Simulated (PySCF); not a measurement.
H₃Ti, neutral, multiplicity 2. Atoms are numbered in the order given.

```xyz
4

Ti     0.0000     0.0000     0.0000
H      1.7353     0.0000     0.0000
H     -0.8676     1.5028     0.0000
H     -0.8676    -1.5028     0.0000
```
Charge 0, spin multiplicity 2.

Geometry optimised at PBE-D3(BJ)/def2-TZVPD. The geometry has at least one imaginary mode, so it is a saddle point at that level. The multiplicity is an assumed one; other spin states were not compared.

Level of theory: PBE-D3(BJ)/def2-TZVPD (PySCF).

Frequencies are harmonic and unscaled.

Modes within 1.5 cm⁻¹ of each other (mostly degenerate sets) share a row, with their intensities summed.

Computed harmonic wavenumbers and intensities:
```csv
mode,ν (cm⁻¹),IR (km/mol),moving atoms (share of kinetic energy)
1,233i,349.8,H 94 %
2–3,693,158.2,H 97 %
4–5,1630,883.5,H 97 %
6,1648,0.0,H 100 %
```
